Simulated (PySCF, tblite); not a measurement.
Isomers of C6H11NSSi, one GFN2-xTB conformer each. Single-point energies are computed at PBE0/pcSseg-1 (PySCF, gas phase, no added dispersion term), electronic only.

Question: Rank them by PBE0/pcSseg-1 energy, lowest first (kcal/mol).
A. `[SiH3:1][C:2](=[C:3]=[S:4])[N:5]1[CH2:6][CH2:7][CH2:8][CH2:9]1` with Si1–C2–N5–C6 -38°, C2–N5–C6–C7 -173°, N5–C6–C7–C8 40°, C6–C7–C8–C9 -34°, C7–C8–C9–N5 16°
B. `[N:1]#[C:2][C@@:3]1([SiH3:4])[CH2:5][CH2:6][CH2:7][S:8][CH2:9]1` with C2–C3–C5–C6 62°, C3–C5–C6–C7 63°, C5–C6–C7–S8 -65°, C6–C7–S8–C9 57°
C. `[CH3:1][CH:2]([CH3:3])[S:4][C@@H:5]1[CH2:6][Si@@H:7]1[C:8]#[N:9]` with C1–C2–S4–C5 -66°, C2–S4–C5–C6 160°
D. `[N:1]#[C:2][CH2:3][C@@H:4]1[CH2:5][SiH2:6][CH2:7][CH2:8][S:9]1` with C2–C3–C4–C5 -66°, C3–C4–C5–Si6 177°, C4–C5–Si6–C7 47°, C5–Si6–C7–C8 -46°, Si6–C7–C8–S9 63°
E. `[CH3:1][S:2][SiH2:3]/[CH:4]=[CH:5]\[CH2:6][CH2:7][C:8]#[N:9]` with C1–S2–Si3–C4 175°, S2–Si3–C4–C5 62°, C4–C5–C6–C7 -102°, C5–C6–C7–C8 -174°

Answer: D (0.0), E (6.5), B (7.9), C (26.8), A (36.5).

As drawn, the lowest has a C≡N group, which the highest lacks; the highest has cumulated double bonds, a C=S bond and a C=C bond outside aromatic rings, which the lowest lacks. Neighbours under 2.5 kcal/mol apart (CS[SiH2]/C=C\CCC#N and N#C[C@@]1([SiH3])CCCSC1) can change places with a better method, another conformer or zero-point energy. GFN2-xTB itself gives, in the same order: 8.5, 13.6, 0.0, 53.3, 4.9. GFN2-xTB puts N#C[C@@]1([SiH3])CCCSC1 lowest instead; measured from each level's own lowest isomer, the values differ by up to 31.6 kcal/mol ([SiH3]C(=C=S)N1CCCC1: 4.9 against 36.5).

Which frontier levels, dipoles and rotational constants go with these structures?

```tsv
SMILES	HOMO (eV, PBE0/pcSseg-1)	LUMO (eV)	dipole (D)	A, B, C (MHz)
N#CC[C@@H]1C[SiH2]CCS1	-6.82	0.23	3.68	1922, 779.0, 593.6
CS[SiH2]/C=C\CCC#N	-7.00	-1.10	4.47	1458, 695.3, 507.4
N#C[C@@]1([SiH3])CCCSC1	-6.65	0.01	4.71	1756, 874.5, 853.5
CC(C)S[C@@H]1C[Si@@H]1C#N	-6.27	-1.06	3.95	1584, 872.2, 700.9
[SiH3]C(=C=S)N1CCCC1	-5.23	-2.03	2.90	1653, 772.9, 541.8
```

What happens when harmonic zero-point energies from GFN2-xTB frequencies are added?

```json
{"SMILES": "N#CC[C@@H]1C[SiH2]CCS1", "ZPE (kcal/mol)": "96.4", "electronic (kcal/mol)": "0.0", "with ZPE (kcal/mol)": "0.0"}
{"SMILES": "CS[SiH2]/C=C\\CCC#N", "ZPE (kcal/mol)": "94.8", "electronic (kcal/mol)": "6.5", "with ZPE (kcal/mol)": "5.0"}
{"SMILES": "N#C[C@@]1([SiH3])CCCSC1", "ZPE (kcal/mol)": "95.5", "electronic (kcal/mol)": "7.9", "with ZPE (kcal/mol)": "7.0"}
{"SMILES": "CC(C)S[C@@H]1C[Si@@H]1C#N", "ZPE (kcal/mol)": "96.4", "electronic (kcal/mol)": "26.8", "with ZPE (kcal/mol)": "26.8"}
{"SMILES": "[SiH3]C(=C=S)N1CCCC1", "ZPE (kcal/mol)": "95.4", "electronic (kcal/mol)": "36.5", "with ZPE (kcal/mol)": "35.5"}
```

The zero-point energies span 1.6 kcal/mol. The order is unchanged.
